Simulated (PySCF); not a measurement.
**Question.** Write Cartesian coordinates for `C[C+]1CC[C@H](OC(C)C)C1` as optimised with PBE0-D3(BJ)/def2-SVP. (Charge +1.)

**Answer.** 
```xyz
27
C9H17O angstrom
C      3.1366    0.6929   -0.4448
C      1.9312    0.1178    0.1246
C      1.3204   -1.1450   -0.2880
C      0.1014   -1.3406    0.6115
C     -0.2845    0.1052    0.9631
O     -0.8743    0.7614   -0.1088
C     -2.2830    1.0263   -0.0272
C     -2.5943    2.0000   -1.1401
C     -3.1013   -0.2487   -0.1066
C      1.1026    0.7565    1.1358
H      3.7785   -0.0282   -0.9660
H      3.6930    1.3053    0.2812
H      2.7582    1.4214   -1.1967
H      2.0424   -1.9716   -0.3986
H      1.0015   -0.9178   -1.3323
H     -0.7134   -1.8834    0.1192
H      0.3822   -1.8979    1.5195
H     -0.8902    0.1806    1.8820
H     -2.4686    1.5160    0.9492
H     -1.9759    2.9039   -1.0504
H     -2.4013    1.5392   -2.1208
H     -3.6513    2.2983   -1.1037
H     -4.1740   -0.0101   -0.0717
H     -2.9029   -0.7799   -1.0505
H     -2.8956   -0.9290    0.7339
H      1.5547    0.3715    2.0821
H      1.1493    1.8546    1.1759
```

Orientation and origin are arbitrary. Atoms count from 1 in this order. O6 (ether oxygen) is bent (angle 117.4°). C2 (formal carbocation centre) is planar (angles 125.3°, 124.9° and 109.7°, sum 359.9°, 0.03 Å off the plane of its three neighbours). Of the pairs four or more bonds apart, H18···H19 is among the closest relative to their van der Waals radii: 2.27 Å, 95 % of the sum of Bondi's values. The 5-membered ring C2–C3–C4–C5–C10 has internal angles of 101.4° to 109.7°; it is puckered, 0.18 Å rms from its mean plane, widest ring torsion 39°.

Bonds between heavy atoms (Å): C1–C2 1.452, C2–C3 1.462, C3–C4 1.527, C4–C5 1.537, C5–O6 1.388, O6–C7 1.436, C7–C8 1.511, C7–C9 1.517, C5–C10 1.542, C2–C10 1.455.

Method: PBE0-D3(BJ)/def2-SVP geometry optimisation, gas phase in PySCF 2.14.0.

Point group: C1 (no symmetry element, even within 0.4 Å). No frequency check. Torsions: C4–C5–O6–C7 108°, C5–O6–C7–C8 167°, C1–C2–C3–C4 179°, C2–C3–C4–C5 28°, C3–C4–C5–O6 74°, C4–C5–C10–C2 36°.

Rough CPU time on one thread of a shared machine: about 7 min. These figures are those of the optimisation.

One conformer stands for the species.
